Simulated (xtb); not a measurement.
methanethiol (CH₄S), singlet, at a GFN2-xTB geometry; GFN2-xTB (xtb).

The xtb input:
```
$ xtb mol.xyz --gfn 2 --etemp 10000 --json

# file mol.xyz
6

C     -0.05927499     1.15601846     0.01107955
S     -0.04290118    -0.66526221    -0.00699584
H      1.28189339    -0.79710439     0.00234827
H     -1.10311348     1.45230554     0.00564055
H      0.42444570     1.51749985     0.91319673
H      0.43884321     1.53538357    -0.87572948
```

It wrote (shortened):

```
   ID    Z sym.   atoms
    1    6 C      1
    2   16 S      2
    3    1 H      3-6

           -------------------------------------------------
          |                Calculation Setup                |
           -------------------------------------------------

           -------------------------------------------------
          |                 G F N 2 - x T B                 |
           -------------------------------------------------

          ...................................................
          :                      SETUP                      :
          :.................................................:
          :  # basis functions                  18          :
          :  # atomic orbitals                  17          :
          :  # shells                            9          :
          :  # electrons                        14          :
          :  max. iterations                   250          :
          :  Hamiltonian                  GFN2-xTB          :
          :  restarted?                      false          :
          :  GBSA solvation                  false          :
          :  PC potential                    false          :
          :  electronic temp.        10000.0000000     K    :
          :  accuracy                    1.0000000          :
          :  -> integral cutoff          0.2500000E+02      :
          :  -> integral neglect         0.1000000E-07      :
          :  -> SCF convergence          0.1000000E-05 Eh   :
          :  -> wf. convergence          0.1000000E-03 e    :
          :  Broyden damping             0.4000000          :
          :  net charge                          0          :
          :  unpaired electrons                  0          :
          ...................................................

 iter      E             dE          RMSdq      gap      omega  full diag
   1     -7.4751389 -0.747514E+01  0.471E+00    5.33       0.0  T
   2     -7.4888961 -0.137572E-01  0.261E+00    4.89       1.0  T
   3     -7.4895585 -0.662394E-03  0.962E-01    4.80       1.0  T
   4     -7.4899945 -0.436003E-03  0.458E-01    4.73       1.0  T
   5     -7.4900054 -0.108916E-04  0.698E-02    4.74       1.0  T
   6     -7.4900050  0.373554E-06  0.208E-02    4.73       2.0  T
   7     -7.4900057 -0.681541E-06  0.647E-03    4.74       6.3  T
   8     -7.4900057 -0.559861E-07  0.155E-03    4.73      26.4  T
   9     -7.4900057 -0.228442E-08  0.423E-04    4.74      96.5  T
  10     -7.4900057 -0.562481E-09  0.102E-04    4.74     398.9  T

   *** convergence criteria satisfied after 10 iterations ***

         :::::::::::::::::::::::::::::::::::::::::::::::::::::
         ::                     SUMMARY                     ::
         :::::::::::::::::::::::::::::::::::::::::::::::::::::
         :: total energy              -7.420912548675 Eh    ::
         :: gradient norm              0.016138790978 Eh/a0 ::
         :: HOMO-LUMO gap              4.735014711527 eV    ::
         ::.................................................::
         :: SCC energy                -7.490005668139 Eh    ::
         :: -> isotropic ES            0.003962835341 Eh    ::
         :: -> anisotropic ES          0.000837607164 Eh    ::
         :: -> anisotropic XC          0.004726318906 Eh    ::
         :: -> dispersion             -0.001793712442 Eh    ::
         :: repulsion energy           0.069093119464 Eh    ::
         :: add. restraining           0.000000000000 Eh    ::
         :: total charge               0.000000000000 e     ::
         :::::::::::::::::::::::::::::::::::::::::::::::::::::

           -------------------------------------------------
          |                Property Printout                |
           -------------------------------------------------

    * Orbital Energies and Occupations

         #    Occupation            Energy/Eh            Energy/eV
      -------------------------------------------------------------
         1        2.0000           -0.7155966             -19.4724
         2        1.9999           -0.6093483             -16.5812
         3        1.9986           -0.5189077             -14.1202
         4        1.9979           -0.5067896             -13.7904
         5        1.9955           -0.4831751             -13.1479
         6        1.9916           -0.4630287             -12.5997
         7        1.8822           -0.3776048             -10.2752 (HOMO)
         8        0.1232           -0.2035962              -5.5401 (LUMO)
         9        0.0104           -0.1234005              -3.3579
        10        0.0003           -0.0138130              -0.3759
        11        0.0003           -0.0091976              -0.2503
        12        0.0002            0.0046099               0.1254
        13        0.0000            0.1267295               3.4485
        14        0.0000            0.2058019               5.6002
        15        0.0000            0.2242001               6.1008
        16        0.0000            0.2298409               6.2543
        17                          0.5274301              14.3521
      -------------------------------------------------------------
                  HL-Gap            0.1740086 Eh            4.7350 eV
             Fermi-level           -0.2898554 Eh           -7.8874 eV

     #   Z          covCN         q      C6AA      α(0)
     1   6 C        3.744    -0.050    21.545     6.621
     2  16 S        1.892    -0.269   152.619    20.793
     3   1 H        0.923     0.154     1.362     1.825
     4   1 H        0.925     0.059     2.205     2.322
     5   1 H        0.925     0.052     2.291     2.367
     6   1 H        0.925     0.052     2.291     2.367

 Mol. C6AA /au·bohr⁶  :        512.114105
 Mol. C8AA /au·bohr⁸  :      17140.404467
 Mol. α(0) /au        :         36.295562

Wiberg/Mayer (AO) data.
largest (>0.10) Wiberg bond orders for each atom

 ---------------------------------------------------------------------------
     #   Z sym  total        # sym  WBO       # sym  WBO       # sym  WBO
 ---------------------------------------------------------------------------
     1   6 C    3.915 --     4 H    0.982     6 H    0.982     5 H    0.982
                             2 S    0.963
     2  16 S    1.925 --     1 C    0.963     3 H    0.941
     3   1 H    0.952 --     2 S    0.941
     4   1 H    0.994 --     1 C    0.982
     5   1 H    0.989 --     1 C    0.982
     6   1 H    0.989 --     1 C    0.982
 ---------------------------------------------------------------------------

Topologies differ in total number of bonds
Writing topology from bond orders to xtbtopo.mol

molecular dipole:
                 x           y           z       tot (Debye)
 q only:        0.363       0.461       0.008
   full:        0.511       0.794       0.012       2.401
molecular quadrupole (traceless):
                xx          xy          yy          xz          yz          zz
 q only:        0.579      -1.009       0.240       0.001       0.002      -0.820
  q+dip:        1.595      -1.357      -1.440       0.001      -0.024      -0.155
   full:        1.641      -1.477      -0.718       0.006      -0.010      -0.923

           -------------------------------------------------
          | TOTAL ENERGY               -7.420912548675 Eh   |
          | GRADIENT NORM               0.016138790978 Eh/α |
          | HOMO-LUMO GAP               4.735014711527 eV   |
           -------------------------------------------------

normal termination of xtb
```
